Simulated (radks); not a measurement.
Values are calculated unless marked as measured or tabulated.
Ionisation ladder of rhodium, from Rh to Rh21+. Each ion is in the ground configuration listed by NIST, and IE = E(next ion) - E(this ion). Code: a radial shooting solver on a logarithmic mesh with Libxc functionals. Model: non-relativistic Kohn-Sham, TPSS, spin-polarised, spherical densities, point nucleus; open shells are filled with parallel spins first (spin-orbit coupling, left out, can overturn this in heavy ions); meta-GGA in the generalised Kohn-Sham scheme; relativity is left out, which matters for an element this heavy.

species      configuration  IE, Delta-SCF (eV)  <r> HOMO (bohr)  IE, NIST (eV)       kind  error (eV)
Rh            [Kr] 4d8 5s1               7.113             3.37          7.459       exp.      -0.346
Rh+               [Kr] 4d8              18.607             1.54         18.080  semi-emp.      +0.527
Rh2+              [Kr] 4d7              31.132             1.44         31.060  semi-emp.      +0.072
Rh3+              [Kr] 4d6              44.945             1.37             42     theory      +2.945
Rh4+              [Kr] 4d5              64.935             1.29             63     theory      +1.935
Rh5+              [Kr] 4d4              81.548             1.24             80     theory      +1.548
Rh6+              [Kr] 4d3              98.994             1.20             97     theory      +1.994
Rh7+              [Kr] 4d2              117.18             1.16            115     theory        +2.1
Rh8+              [Kr] 4d1              136.03             1.13            135     theory        +1.0
Rh9+                  [Kr]              207.78            0.989         207.51  semi-emp.        +0.3
Rh10+    [Ar] 3d10 4s2 4p5              229.28            0.974            228     theory        +1.3
Rh11+    [Ar] 3d10 4s2 4p4              250.68            0.959            252     theory        -1.4
Rh12+    [Ar] 3d10 4s2 4p3              280.09            0.941            277     theory        +3.1
Rh13+    [Ar] 3d10 4s2 4p2              303.19            0.928            306     theory        -2.8
Rh14+    [Ar] 3d10 4s2 4p1              326.08            0.914          331.6  semi-emp.        -5.5
Rh15+        [Ar] 3d10 4s2              381.51            0.877          389.3     theory        -7.8
Rh16+        [Ar] 3d10 4s1              408.64            0.866          416.0  semi-emp.        -7.3
Rh17+            [Ar] 3d10              743.10            0.360            739     theory        +4.1
Rh18+             [Ar] 3d9              801.73            0.354            794     theory        +7.7
Rh19+             [Ar] 3d8              861.67            0.349            857     theory        +4.7
Rh20+             [Ar] 3d7              922.85            0.343            921     theory        +1.9
Rh21+             [Ar] 3d6              985.11            0.338            984     theory        +1.1

Reference values: NIST Atomic Spectra Database (exp. = measured, semi-emp. = semi-empirical, theory = theoretical value adopted there). The ionisation energy per charge of the ion left behind rises most, in proportion, at Rh17+ ([Ar] 3d10), from 24.037 to 41.284 eV. Against the entries that are not theoretical the mean signed error is -0.8 % and the largest -4.6 %. Relativity is left out here, which matters for elements this heavy. Open shells are spherical and high-spin; term and fine-structure splittings are not resolved.
